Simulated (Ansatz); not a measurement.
Start from `[NH2][GeH2][CH2]F` and change one atom or group to get `F[CH2][GeH2][Br]`.

Ansatz, PBE0-D4/def2-TZVP geometries, multiplicity 1. Each molecule was computed in one conformer, which needn't be the lowest.

Scalar relativity is left out up to krypton. Spin–orbit coupling is left out; it splits and shifts lone-pair levels of the heavy atoms by tenths of an eV.

| property | `[NH2][GeH2][CH2]F` |
| --- | --- |
| LUMO energy (ωB97M-V/def2-TZVPP) / eV | 2.05 |
| size of the dipole moment (B3LYP/def2-TZVPP) / D | 1.39 |
| HOMO–LUMO gap (B3LYP/def2-TZVPP) / eV | 7.18 |
| HOMO energy (PBE/def2-TZVPP) / eV | -5.81 |
| HOMO energy (ωB97M-V/def2-TZVPP) / eV | -9.56 |
| HOMO energy (B3LYP/def2-TZVPP) / eV | -7.01 |

Problem. What does the change do to each property? (An estimate is asked.)

Solution. Ansatz gave: 
```csv
property,`F[CH2][GeH2][Br]`,shift
LUMO energy (ωB97M-V/def2-TZVPP) / eV,1.26,-0.79
size of the dipole moment (B3LYP/def2-TZVPP) / D,0.45,-0.94
HOMO–LUMO gap (B3LYP/def2-TZVPP) / eV,7.11,-0.07
HOMO energy (PBE/def2-TZVPP) / eV,-6.94,-1.13
HOMO energy (ωB97M-V/def2-TZVPP) / eV,-10.45,-0.89
HOMO energy (B3LYP/def2-TZVPP) / eV,-8.01,-1.00
```

With PBE0 the HOMO falls by 1.01 eV and the LUMO falls by 1.11 eV, so the gap narrows by about 0.10 eV. PBE moves the HOMO by -1.13 eV and ωB97M-V by -0.89 eV. The zero-point energy changes by -64.9 kJ/mol with -6 modes. Dipoles are sizes alone; their direction can turn.

B3LYP here is the variant with VWN-RPA as its local correlation; programs differ in this.
